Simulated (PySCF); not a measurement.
Radial density of F+ (fluorine, charge +1)

r2SCANh, [He] 2s1 2p5, 2s spin antiparallel (an excited configuration). All numbers are calculated (PySCF 2.14, no relativity, point nucleus, in def2-TZVPPD (6s4p3d1f, 40 functions)).

| r (bohr) | 4πr²ρ (e/bohr) | 4πr²(ρα − ρβ) |
| --- | --- | --- |
| 0.00240 | 0.03039 | -0.0010 |
| 0.00404 | 0.08372 | -0.0028 |
| 0.00680 | 0.2249 | -0.0074 |
| 0.0114 | 0.5861 | -0.0191 |
| 0.0192 | 1.441 | -0.0463 |
| 0.0324 | 3.227 | -0.1007 |
| 0.0545 | 6.167 | -0.1795 |
| 0.0916 | 9.096 | -0.2139 |
| 0.154 | 8.905 | -0.0468 |
| 0.259 | 5.395 | 0.2931 |
| 0.436 | 4.566 | 0.2147 |
| 0.733 | 5.707 | -0.1905 |
| 1.23 | 3.208 | -0.0694 |
| 2.07 | 0.5361 | 0.0409 |
| 3.49 | 0.01799 | 0.0039 |

With the s spin flipped the determinant is a mixture of two multiplicities, not a spectroscopic state.
